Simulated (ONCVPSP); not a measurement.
## BLYP ONCV dataset for hafnium (Hf), non-relativistic all-electron reference.

* Element: hafnium
* Generator: ONCVPSP 4.0.1
* Type: optimised norm-conserving Vanderbilt (ONCV)
* Functional: BLYP
* Relativity: non-relativistic
* Frozen core: [Kr] 4d10 4f14
* Valence charge: 12
* Reference configuration: 5s2 5p6 5d2 (charge +2)
* Partial waves: 5s: rc 1.25 bohr, ncon 4, nbas 8, qcut 5.8 1/bohr, 2 projectors, debl 2.9 Ha; 5p: rc 1.65 bohr, ncon 4, nbas 8, qcut 8.5 1/bohr, 2 projectors, debl 2.7 Ha; 5d: rc 2.30 bohr, ncon 5, nbas 10, qcut 7.8 1/bohr, 2 projectors, debl 3.8 Ha
* Local potential: polynomial inside 0.95 bohr (lpopt 5, dvloc0 2 Ha)
* Core correction: Teter function, fcfact 2.25, rcfact 1.25

All-electron outer shells of the reference configuration (BLYP, non-relativistic, ld1.x):

```
shell  level (eV)  outermost node (bohr)  outermost maximum (bohr)
   5p      -47.95                   0.62                      1.20
   4f      -37.70                      –                      0.45
   5d      -17.26                   0.67                      1.63
```

Calculated quality:

| Item | Value |
| --- | --- |
| Cutoffs needed | 59 Ha and 108 Ha (the cutoffs (Ha) at which the residual kinetic energy of the hardest occupied pseudo-wave falls to 1 and 0.1 mHa per electron) |
| Ghost test | ghosts flagged at negative energy: s at -116.0 eV; GHOST(+) flagged for p at 183.1 eV; a true bound ghost makes a file unfit for plane-wave use |
| Configuration tests | 1 of 4 tests not solved or not reliable |
| rms error of d²Exc/dni dnj | 7.19 mHa without and 4.83 mHa with the model core |

Generation and tests took about 5 s on one core of a shared server CPU.
